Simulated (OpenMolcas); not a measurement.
Fe⁴⁺: effect of the active space

```json
{"Program": "OpenMolcas 26.06", "Method": "SS-CASPT2 or its RAS form, IPEA 0.25 Eh, imaginary shift 0.1 Eh", "Basis": "ANO-RCC-VQZP", "Scalar Hamiltonian": "DKH2, point nucleus", "Spin-orbit coupling": "RASSI with atomic mean-field integrals over the reference wave functions, term energies averaged over their components"}
```

A. 4 electrons in 5 orbitals (3d); 2S+1 = 5 even, 5 roots; 2S+1 = 3 even, 45 roots; 2S+1 = 1 even, 50 roots; closed shells correlated: 3s 3p; CASPT2 step of the order of 40 core-seconds
B. 10 electrons in 8 orbitals (RAS1 3p, at most 2 holes; RAS2 3d); 2S+1 = 5 even, 5 roots; 2S+1 = 3 even, 45 roots; 2S+1 = 1 even, 44 roots; closed shells correlated: 3s; CASPT2 step roughly 70 core-seconds
C. 4 electrons in 10 orbitals (3d 4d); 2S+1 = 5 even, 5 roots; 2S+1 = 3 even, 45 roots; 2S+1 = 1 even, 44 roots; closed shells correlated: 3s 3p; CASPT2 step roughly 10 core-minutes

Energies in cm⁻¹ above 3d⁴ ⁵D₀, the measured ground level; measured values from Corliss and Sugar, J. Phys. Chem. Ref. Data 11, 135 (1982).

| Level | A | B | C | Measured |
| --- | --- | --- | --- | --- |
| 3d⁴ ⁵D₀ | 0.0 | 0.0 | 0.0 | 0.0 |
| 3d⁴ ⁵D₁ | 147 | 151 | 149 | 142 |
| 3d⁴ ⁵D₂ | 431 | 443 | 436 | 417 |
| 3d⁴ ⁵D₃ | 838 | 860 | 848 | 803 |
| 3d⁴ ⁵D₄ | 1351 | 1385 | 1370 | 1283 |
| 3d⁴ ³P₀(1) | 24310 | 24690 | 24560 | 24055 |
| 3d⁴ ³H₄ | 25140 | 25180 | 25280 | 24932 |
| 3d⁴ ³P₁(1) | 25190 | 25600 | 25450 | 24973 |
| 3d⁴ ³H₅ | 25460 | 25510 | 25620 | 25226 |
| 3d⁴ ³H₆ | 25820 | 25870 | 25990 | 25528 |
| 3d⁴ ³P₂(1) | 26680 | 27140 | 26960 | 26468 |
| 3d⁴ ³F₂(1) | 27070 | 27400 | 27290 | 26761 |
| 3d⁴ ³F₃(1) | 27160 | 27510 | 27390 | 26842 |
| 3d⁴ ³F₄(1) | 27320 | 27690 | 27570 | 26974 |
| 3d⁴ ³G₃ | 30300 | 30550 | 30430 | 29817 |
| 3d⁴ ³G₄ | 30670 | 30930 | 30810 | 30147 |
| 3d⁴ ³G₅ | 30980 | 31230 | 31140 | 30430 |
| 3d⁴ ³D₃ | 37410 | 37980 | 37570 | 36630 |
| 3d⁴ ³D₂ | 37540 | 38100 | 37690 | 36758 |
| 3d⁴ ¹G₄(1) | 37550 | 37840 | 37870 | 36586 |
| 3d⁴ ³D₁ | 37670 | 38230 | 37800 | 36925 |
| 3d⁴ ¹I₆ | 38080 | 37900 | 38360 | 37512 |
| 3d⁴ ¹F₃ | 53850 | 54100 | 54180 | 52733 |
| 3d⁴ ³P₂(2) | 63390 | 63580 | 63540 | 61854 |

Deviations, from unrounded energies. A percentage is the sum of absolute deviations over the sum of measured energies, with the sign that they share, or ± where signs differ.

```tsv
Against measurement	Levels	A	B	C
mean absolute deviation (cm-1)	23	460	700	630
fine structure of the ground term (%)	4	+4.6	+7.3	+6.0
other terms of the ground configuration (%)	19	+1.7	+2.6	+2.3
```

A lies closest to measurement on these levels and B furthest from it. The largest miss of A in the table is 3d⁴ ³P₂(2), by +1500 cm-1. The ranking rests on the paired levels alone, and a cruder setting can come out closer through cancelling errors.

The spin-orbit steps hold different terms of 3d⁴ (B lacks a ¹D, a ¹S; C lacks a ¹D, a ¹S), which shifts levels as well.

Among A to C the level of the table that moves most is 3d⁴ ³D₃, by 560 cm-1 (lowest in A, highest in B). Moves below CASPT2's spread within the term are not significant.

Term energies are means over components that CASPT2 splits; among the terms shown or strongly mixed into the levels shown the widest spread is 370 cm-1 (3d⁴ ¹G(1), A). The CASPT2 spread within a term exceeds the gap to the next term for 3d⁴ ¹G(1) and 3d⁴ ³D, so the order of their levels is uncertain (figures for A; the like holds for C). Active for correlation alone: 3p; no level in the range computed is led by a configuration that opens it, so any true level of that kind is missing (holds for B). Active for correlation alone: 4d; no level in the range computed is led by a configuration that fills it, so any true level of that kind is missing (holds for C). Measured partners are found by configuration, term and J. A level has none where our copy of the source lacks it or the pairing is in doubt (some pairs that miss far off the trend of their configuration count as doubtful), and it then counts in no deviation. Only configurations of the active space appear. Levels that lie high or do not pair safely by name in every column are left out.

A number in round brackets counts repeated terms of one configuration in the order of the reference energies.
